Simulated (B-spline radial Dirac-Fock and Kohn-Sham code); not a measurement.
**Dipole and non-dipole photoemission parameters of Os 3p3/2**

System: the free osmium atom in the configuration [Xe] 4f14 5d6 6s2; threshold 2457.0 eV (tabulated edge). These are calculated numbers from an atomic code on a B-spline grid; the model is Dirac-Hartree-Slater photoionisation with a Latter tail; cross sections with all multipoles, angular parameters from the dipole term and its interference with E2.

The run's input, task.json:

```json
{"items": [{
  "Z": 76,
  "q": 0,
  "cfg": [[1, 0, 2], [2, 0, 2], [2, 1, 6], [3, 0, 2], [3, 1, 6], [3, 2, 10], [4, 0, 2], [4, 1, 6], [4, 2, 10], [4, 3, 14], [5, 0, 2], [5, 1, 6], [5, 2, 6], [6, 0, 2]],
  "A": 192,
  "rrms": 5.4126,
  "do": "xps",
  "hv": [50.9, 54.7, 58.1, 80, 85.4, 91.6, 106.0, 135.0, 136.0, 150, 193.0, 200, 234.0, 497.0, 551.0, 559.0, 710.0, 779.0, 1000, 1190.0, 1486.9, 1490.0, 3140.0, 3990.0, 4000, 6440.0, 7110.0, 7800.0, 8047.8, 9251.7],
  "edges": {"K": 73871.0, "L1": 12968.0, "L2": 12385.0, "L3": 10871.0, "M1": 3049.0, "M2": 2792.0, "M3": 2457.0, "M4": 2031.0, "M5": 1960.0, "N1": 658.2, "N2": 549.1, "N3": 470.7, "N4": 293.1, "N5": 278.5, "O1": 84.0}
}]}
```

Launch: `python xray2_run.py task.json out`

For linearly polarised light dσ/dΩ = σ/(4π) [1 + β P₂(cos θ) + (δ + γ cos²θ) sin θ cos φ], with θ from the polarisation vector and φ the angle between the beam and the projection of the electron momentum on the plane normal to the polarisation.

```csv
hν (eV),σ (kb),β,γ,δ
3140,86.7,1.266,0.299,0.050
3990,?,?,?,?
4000,56.7,1.522,0.023,0.013
6440,21.7,1.679,0.047,0.016
7110,17.5,1.688,0.133,0.019
7800,14.2,1.692,0.232,0.021
8047.8,13.2,1.692,0.269,0.022
9251.7,9.56,1.689,0.455,0.026
```

Q: Give the values at 3990 eV.

A: σ = 56.9 kb, β = 1.520, γ = 0.025, δ = 0.013.
